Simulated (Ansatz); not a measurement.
CH2OSTe can be A, `O=C(S)[TeH]`, or B, `OC(=S)[TeH]`.

Gas-phase electronic energies from Ansatz, PBE0-D4/def2-TZVP geometries. CCSD(T)/CBS is the MP2 limit (def2-TZVPP, def2-QZVPP) plus CCSD(T) − MP2 in def2-TZVPP, frozen cores. DFT in def2-TZVPP. B3LYP here is the variant with VWN-RPA as its local correlation; programs differ in this. Elements past krypton have def2 core potentials. For Te outer-core shells are correlated without core-valence functions, which leaves a few kJ/mol of doubt a bond. One conformer a species, not always the lowest.

Which is lower in electronic energy at CCSD(T)/CBS, and by how much? (An estimate is asked.)

Computed: A, by 39.1 kJ/mol.

Give E(B) − E(A) in kJ/mol with r2SCAN-D4, B2PLYP, MP2/def2-TZVPP, PBE-D4, HF/def2-TZVPP, BLYP-D4, B3LYP-D4. (Estimate.)

Computed: r2SCAN-D4 46.4, B2PLYP 44.6, MP2/def2-TZVPP 37.4, PBE-D4 46.7, HF/def2-TZVPP 51.2, BLYP-D4 51.2, B3LYP-D4 47.8. None reverses the order clearly.

Does the order hold for the free energy at 298.15 K (harmonic terms from PBE0-D4)? (Best estimate.)

Computed: Yes: G(B) − G(A) = +45.2 kJ/mol, for one conformer each. Modes under 60 cm⁻¹, often nearly free rotors, make the harmonic entropy too high.

Largest T1 diagnostic: 0.016.

From BLYP to BHLYP (50 % exact exchange), in def2-TZVPP and without D4, E(B) − E(A) moves by −5.6 kJ/mol. In def2-TZVPP, CCSD(T) changes the Hartree–Fock value by −9.5 kJ/mol (the triples alone add −1.5 kJ/mol) and MP2 by −13.8 kJ/mol.
